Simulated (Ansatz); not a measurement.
Geometry optimisation, Ansatz 0.2.0, RKS B3LYP/def2-SVP.

Input file:

```yaml
crystal:
  periodic: [false, false, false]
  atoms:
    - { symbol: O, position_ang: [-1.45003, 1.16188, -0.46143] }
    - { symbol: Si, position_ang: [-0.01128, 0.71587, 0.12334] }
    - { symbol: C, position_ang: [0.51222, -1.0285, 0.40032] }
    - { symbol: O, position_ang: [0.95057, -0.25409, -0.78735] }
    - { symbol: H, position_ang: [-1.82293, 0.74937, -1.23883] }
    - { symbol: H, position_ang: [0.55516, 1.82686, 0.83157] }
    - { symbol: H, position_ang: [-0.08902, -1.87985, 0.10992] }
    - { symbol: H, position_ang: [1.35531, -1.29154, 1.02247] }
basis:
  gaussian: { orbitals: def2-SVP }
hamiltonian:
  xc: b3lyp
relax:
  f_tol: 0.02
  max_steps: 50
```

Run as:

```bash
$ ansatz run input.yaml --threads 1 --pin off --max-ram 2048MiB --backend cpu --events-out ev --progress --plain --runs-dir out
```

Where does it end, and by what steps?

The forces met the threshold. After 7 steps the energy has fallen by 0.105 eV; H5 moved furthest, 0.19 Å.

```json
{"step": "0", "energy less start (eV)": "0.0000", "largest force component (eV/Å)": "1.112", "accepted": "yes"}
{"step": "1", "energy less start (eV)": "-0.0696", "largest force component (eV/Å)": "0.520", "accepted": "yes"}
{"step": "2", "energy less start (eV)": "-0.0954", "largest force component (eV/Å)": "0.190", "accepted": "yes"}
{"step": "3", "energy less start (eV)": "-0.0952", "largest force component (eV/Å)": "0.304", "accepted": "no"}
{"step": "4", "energy less start (eV)": "-0.1000", "largest force component (eV/Å)": "0.065", "accepted": "yes"}
{"step": "5", "energy less start (eV)": "-0.1033", "largest force component (eV/Å)": "0.075", "accepted": "yes"}
{"step": "6", "energy less start (eV)": "-0.1046", "largest force component (eV/Å)": "0.021", "accepted": "yes"}
{"step": "7", "energy less start (eV)": "-0.1047", "largest force component (eV/Å)": "0.009", "accepted": "yes"}
```

```xyz
8
Properties=species:S:1:pos:R:3
O -1.414 1.232 -0.536
Si 0.014 0.715 0.108
C 0.511 -1.016 0.366
O 1.047 -0.237 -0.800
H -1.897 0.629 -1.116
H 0.560 1.862 0.852
H -0.117 -1.865 0.054
H 1.296 -1.321 1.073
```

Whether the end is a true minimum wasn't checked by a vibrational analysis.

Time of the run: 24 s on 1 thread of Arm Neoverse V1, on a shared host, peak memory 0.14 GiB.
